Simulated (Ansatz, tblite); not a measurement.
Removing and adding an electron: `CN(C)c1ccc(/C=C/c2ccc(/C=C/c3ccc(/C=C/c4ccc(/C=C/c5ccc(/C=C/c6ccc(/C=C/C#N)cc6)cc5)cc4)cc3)cc2)cc1`. Total charge 0; singlet. Geometry: PBE-D4/def2-SVP. Ansatz, gas phase; energy differences of separate SCF runs; the oxidised species was run as a doublet alone; the reduced species was run as a doublet alone.

```xyz
95

C   -16.724   -8.761   -5.611
N   -16.057   -7.665   -6.284
C   -16.638   -7.090   -7.480
C   -14.869   -7.169   -5.783
C   -14.192   -6.084   -6.415
C   -12.997   -5.585   -5.905
C   -12.392   -6.122   -4.740
C   -11.148   -5.630   -4.169
C   -10.379   -4.595   -4.621
C    -9.142   -4.104   -4.034
C    -8.531   -4.678   -2.884
C    -7.353   -4.165   -2.353
C    -6.702   -3.042   -2.934
C    -5.475   -2.461   -2.412
C    -4.770   -2.866   -1.313
C    -3.549   -2.273   -0.791
C    -2.903   -1.150   -1.381
C    -1.738   -0.616   -0.843
C    -1.138   -1.166    0.324
C     0.079   -0.645    0.926
C     0.818    0.423    0.501
C     2.039    0.937    1.103
C     2.677    2.066    0.521
C     3.851    2.599    1.045
C     4.465    2.031    2.192
C     5.698    2.532    2.780
C     6.445    3.592    2.350
C     7.689    4.076    2.929
C     8.311    3.493    4.064
C     9.511    3.991    4.561
C    10.169    5.099    3.963
C    11.432    5.558    4.519
C    12.211    6.582    4.059
C    13.485    7.022    4.609
C    14.094    6.431    5.751
C    15.320    6.877    6.230
C    16.016    7.943    5.599
C    17.304    8.441    6.054
C    18.039    7.976    7.108
C    19.295    8.529    7.476
N    20.338    8.973    7.795
C    15.408    8.538    4.466
C    14.178    8.090    3.985
C     9.543    5.689    2.834
C     8.342    5.191    2.337
C     3.825    0.905    2.776
C     2.651    0.372    2.252
C    -1.781   -2.285    0.911
C    -2.949   -2.821    0.371
C    -7.306   -2.474   -4.084
C    -8.487   -2.988   -4.617
C   -13.071   -7.201   -4.120
C   -14.268   -7.716   -4.614
H   -16.993   -8.507   -4.560
H   -17.658   -9.008   -6.148
H   -16.096   -9.681   -5.581
H   -17.573   -7.624   -7.727
H   -15.959   -7.174   -8.359
H   -16.886   -6.012   -7.353
H   -14.610   -5.623   -7.319
H   -12.515   -4.748   -6.433
H   -10.818   -6.169   -3.264
H   -10.710   -4.045   -5.520
H    -8.996   -5.549   -2.399
H    -6.920   -4.645   -1.462
H    -5.101   -1.595   -2.984
H    -5.145   -3.729   -0.736
H    -3.329   -0.690   -2.285
H    -1.275    0.251   -1.336
H     0.417   -1.194    1.823
H     0.480    0.973   -0.394
H     2.225    2.526   -0.372
H     4.307    3.472    0.554
H     6.046    1.969    3.663
H     6.099    4.156    1.466
H     7.844    2.630    4.562
H     9.972    3.515    5.441
H    11.777    4.992    5.401
H    11.872    7.148    3.174
H    13.590    5.603    6.271
H    15.752    6.390    7.117
H    17.723    9.281    5.473
H    17.681    7.138    7.730
H    15.923    9.368    3.957
H    13.732    8.569    3.099
H    10.009    6.553    2.337
H     7.881    5.669    1.458
H     4.279    0.444    3.668
H     2.197   -0.502    2.742
H    -1.342   -2.737    1.815
H    -3.424   -3.690    0.854
H    -6.827   -1.605   -4.562
H    -8.930   -2.520   -5.510
H   -12.633   -7.652   -3.214
H   -14.741   -8.553   -4.085
```

The xTB rows come from tblite. Single mean-field runs in def2-SVP are fitted with def2-universal-jkfit.

| level | −HOMO (eV) | vertical IE (eV) | −LUMO (eV) | vertical EA (eV) | HOMO–LUMO gap (eV) | IE − EA (eV) |
| --- | --- | --- | --- | --- | --- | --- |
| GFN1-xTB | 10.19 | 11.39 | 9.11 | 7.99 | 1.09 | 3.40 |
| GFN2-xTB | 9.19 | 10.41 | 8.20 | 7.01 | 1.00 | 3.40 |
| PBE-D4/def2-SVP | 4.33 | 5.50 | 3.25 | 2.22 | 1.09 | 3.28 |
| PBE0-D4/def2-SVP | 5.05 | 5.89 | 2.71 | 1.98 | 2.35 | 3.91 |

 Raw xTB energy differences between charge states are shifted by several eV; the methods need an empirical correction for them. Sets without diffuse functions give affinities that are too small.
